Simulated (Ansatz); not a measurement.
`BC=C=O` and `NCC=C=O` differ in one atom or group.

Ansatz, PBE0-D4/def2-TZVP geometries, multiplicity 1. Each molecule was computed in one conformer, which needn't be the lowest.

| property | `BC=C=O` |
| --- | --- |
| size of the dipole moment (ωB97M-V/def2-TZVPP) / D | 1.22 |
| HOMO–LUMO gap (ωB97M-V/def2-TZVPP) / eV | 10.75 |
| LUMO energy (PBE0/def2-TZVPP) / eV | -1.37 |
| ideal-gas entropy at 298 K and 1 bar (rigid rotor, harmonic PBE0-D4/def2-TZVP) / J/(mol·K) | 278 |
| HOMO energy (B3LYP/def2-TZVPP) / eV | -7.76 |
| HOMO energy (PBE/def2-TZVPP) / eV | -6.88 |

Give the same properties after the change, and the shifts. (Estimate.)

The calculation gave: 
```csv
property,`NCC=C=O`,shift
size of the dipole moment (ωB97M-V/def2-TZVPP) / D,2.70,1.48
HOMO–LUMO gap (ωB97M-V/def2-TZVPP) / eV,10.40,-0.35
LUMO energy (PBE0/def2-TZVPP) / eV,-0.82,0.55
"ideal-gas entropy at 298 K and 1 bar (rigid rotor, harmonic PBE0-D4/def2-TZVP) / J/(mol·K)",318,40
HOMO energy (B3LYP/def2-TZVPP) / eV,-6.57,1.19
HOMO energy (PBE/def2-TZVPP) / eV,-5.53,1.35
```

With PBE0 the HOMO rises by 1.22 eV and the LUMO rises by 0.55 eV, so the gap narrows by about 0.67 eV. PBE moves the HOMO by 1.35 eV and ωB97M-V by 1.16 eV. The zero-point energy changes by 90.0 kJ/mol with +9 modes. Dipoles are sizes alone; their direction can turn.

B3LYP here is the variant with VWN-RPA as its local correlation; programs differ in this.
